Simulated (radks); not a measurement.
Ni2+, configuration [Ar] 3d7 4p1 (not the ground configuration). Method: Dirac Kohn-Sham, PBE, spin-unpolarised, spherical densities, point nucleus; open shells are shared between the two j in proportion to 2j + 1; computed with a radial shooting solver on a logarithmic mesh with Libxc functionals.

Spin-orbit splittings of the eigenvalues, e(l+1/2) - e(l-1/2), with zeta = 2 splitting/(2l+1) and mean radii in bohr:

shell  occ.  splitting (eV)  zeta (eV)  <r> j=l-1/2  <r> j=l+1/2
2p        6           17.48      11.65       0.2131       0.2163
3p        6           2.249      1.499       0.7635       0.7730
3d        7          0.2681     0.1072       0.9045       0.9090
4p        1          0.1800     0.1200        2.652        2.677
